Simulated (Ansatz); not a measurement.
Total energies of `[CH2]1[AlH][Se]1`.

```xyz
6

C    -0.7381    0.2627   -0.2156
Al    0.8496   -0.4599    0.5758
Se    0.9062    0.5009   -1.4491
H    -1.4832   -0.3551   -0.7095
H    -1.1403    1.2354    0.0544
H     1.6058   -1.1840    1.7440
```

The species carries charge 0 and has multiplicity 1. Correlated methods include outer-core shells of Se, which these sets cover unevenly. Scalar relativity is left out up to krypton. Geometry: relaxed with PBE0-D4/def2-TZVP. Basis def2-TZVPP, Ansatz.

RPA on PBE orbitals: Hartree–Fock energy of these orbitals -2681.35004 Eh, correlation -0.83444 Eh (frozen core).

```
             functional  energy without D4 (Eh)  D4 term (kJ/mol)
            LDA (SPW92)             -2679.06064                 –
                    PBE             -2683.35938             -11.7
                 revPBE             -2683.65063             -31.9
                 r2SCAN             -2683.84927              -2.5
                 B97M-V             -2683.41896                 –
                   PBE0             -2683.46385              -9.8
                  B3LYP             -2683.97131             -19.3
                r2SCANh             -2683.84216              -2.7
HSE06 (plane-wave form)             -2683.45856              -9.3
                  BHLYP             -2683.87169             -17.1
              CAM-B3LYP             -2684.01166             -10.1
                LC-ωPBE             -2683.46616                 –
                ωB97X-V             -2683.63566                 –
               PBE-QIDH             -2683.05108                 –
```

**Question.** Give the same for BLYP, r2SCAN0, ωB97M-V, B2PLYP. (Best estimate.)

**Answer.** The calculation gave: 
```
functional  energy without D4 (Eh)  D4 term (kJ/mol)
      BLYP             -2683.93011             -25.6
   r2SCAN0             -2683.83242              -3.0
   ωB97M-V             -2683.73686                 –
    B2PLYP             -2683.37819                 –
```

B3LYP takes the VWN-RPA correlation (the form of Gaussian; ORCA's B3LYP/G). HSE06 is the plane-wave form, built on full-range PBE exchange. The double hybrids freeze the cores in their second-order part.

LC-ωPBE has ω = 0.4 bohr⁻¹.
